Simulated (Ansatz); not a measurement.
Calculation: frozen-core CCSD(T)/def2-TZVPP // PBE0-D3(BJ)/def2-TZVP (Ansatz, a quantum-chemistry and plane-wave program).

Ansatz 0.2 input:
```yaml
crystal:
  periodic: [false, false, false]
  atoms:
    - { symbol: Ga, position_ang: [-0.000022, 0.000037, -0.000458] }
    - { symbol: H, position_ang: [1.567337, -0.045452, 0.010114] }
    - { symbol: H, position_ang: [-0.744421, 1.380211, -0.001322] }
    - { symbol: H, position_ang: [-0.822894, -1.334796, -0.008335] }
basis:
  gaussian: { orbitals: def2-TZVPP }
correlation:
  method: ccsd_t
```

Output:

```
Functional definition: HF
544 factors; integrals over basis functions are off by at most 1.2e-3 eV
mean field evaluation 1: about -52380.4886 eV, gradient 1.0e1 eV
mean field evaluation 2: about -52380.5062 eV, gradient 1.0e1 eV
mean field evaluation 4: about -52380.9180 eV, gradient 2.2e0 eV
mean field evaluation 8: about -52380.9265 eV, gradient 9.7e-5 eV
mean field evaluation 16: about -52380.9262 eV, gradient 3.4e-1 eV
mean field -52380.92647244 eV, -1924.9635427950 hartree, gradient 3.2e-6 eV, S^2 0.000000; 0 other end points of the search recorded, 0 dependent functions left out
9 core orbitals not correlated
reference -52380.92647244 eV, -1924.9635427950 hartree; 8, 8 occupied and 73, 73 virtual orbitals, 544 factors
second order -6.62940832 eV of doubles, -0.00000000 eV of singles
cycle   1  -6.59099240 eV  change    3.8e-2 eV  update   8.1e-2
cycle   2  -6.92835831 eV  change   -3.4e-1 eV  update   2.6e-2
cycle   3  -6.97624259 eV  change   -4.8e-2 eV  update   1.2e-2
cycle   4  -6.97201022 eV  change    4.2e-3 eV  update   2.3e-3
cycle   5  -6.97241753 eV  change   -4.1e-4 eV  update   7.8e-4
cycle   6  -6.97235787 eV  change    6.0e-5 eV  update   1.8e-4
cycle   7  -6.97229947 eV  change    5.8e-5 eV  update   5.1e-5
cycle   8  -6.97231560 eV  change   -1.6e-5 eV  update   1.4e-5
perturbative correction -0.22421321 eV, -0.0082396833 hartree
Total energy: -52388.12300125 eV, -1925.2280103506 hartree
```

Cost: very roughly 4 core-seconds.
